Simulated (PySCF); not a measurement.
HSSi (SMILES [Si]=[SH+]), charge +1, singlet, at a GFN2-xTB geometry. Base run: PySCF with MP2/cc-pVTZ.

Input for PySCF:
```python
from pyscf import gto, scf, mp

mol = gto.Mole()
mol.atom = '''
    Si    1.02786580   -0.53374027   -0.01003020
    S    -0.79987047    0.50345971    0.01180767
    H    -1.59219374   -0.58299159   -0.04849990
'''
mol.basis = 'cc-pvtz'
mol.charge = 1
mol.verbose = 4
mol.build()

mf = scf.RHF(mol)
mf.kernel()

pt = mp.MP2(mf)
pt.kernel()
print('E(MP2) = %.10f' % pt.e_tot)
```

Variants of this job, named by their change:

| change | ΔE vs base (mEh) | MP2 correlation (Eh) | basis functions | core-seconds (rough) |
|---|---|---|---|---|
| base | 0.000 | -0.33881 | 82 | 1 |
| method = ccsd(t) | -44.974 | -0.33881 | 82 | 20 |
| frozen = 10 | ? | ? | 82 | 0.9 |
| density fitting = JK and correlation | 0.299 | -0.33855 | 82 | 0.4 |
| frozen = 9 | 85.676 | -0.25314 | 82 | 1.0 |
| frozen = 11 | 149.6 | -0.18922 | 82 | 0.9 |
| method = cisd | ? | - | 82 | 6 |
| cart = on | -22.880 | -0.36129 | 93 | 1 |
| method = ccsd | -28.543 | -0.33881 | 82 | 10 |

**Question.** Complete the blanks.

**Answer.** 
- frozen = 10, ΔE vs base (mEh): 91.633
- frozen = 10, MP2 correlation (Eh): -0.24718
- method = cisd, ΔE vs base (mEh): 7.049
